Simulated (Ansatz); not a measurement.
BaO, singlet, geometry from GFN2-xTB (such geometries of metal compounds can be far from the true shape) (core potentials on Ba); HF/def2-SVP (Ansatz, a program for electronic structure).

The Ansatz input:
Ansatz 0.2 input:
```yaml
crystal:
  periodic: [false, false, false]
  atoms:
    - {symbol: Ba, position_ang: [-0.00000000, -0.00000000, -0.26274358]}
    - {symbol: O, position_ang: [0.00000000, 0.00000000, 1.83920504]}
basis:
  gaussian:
    orbitals: def2-SVP
    point_charges:
      - {charge: 0.5, position_ang: [-2.7751, -0.7132, -2.0754]}
hamiltonian:
  xc: hf
```

The log (banner, timings and long lists left out):

```
Functional definition: HF
486 factors; their error is unknown
mean field evaluation 1: about -2705.5114 eV, gradient 6.5e1 eV
mean field evaluation 2: about -2515.0562 eV, gradient 1.6e2 eV
mean field evaluation 4: about -2715.7690 eV, gradient 9.9e0 eV
mean field evaluation 8: about -2716.0806 eV, gradient 1.5e-1 eV
mean field evaluation 16: about -2716.2805 eV, gradient 1.4e-5 eV
mean field evaluation 32: about -2709.0935 eV, gradient 3.4e0 eV
mean field -2716.28046080 eV, -99.8214657735 hartree, gradient 1.4e-5 eV, S^2 0.000000; 0 other end points of the search recorded, 0 dependent functions left out
reference -2716.28046080 eV, -99.8214657735 hartree; 9, 9 occupied and 35, 35 virtual orbitals, 486 factors
Total energy: -2716.28046080 eV, -99.8214657735 hartree
```
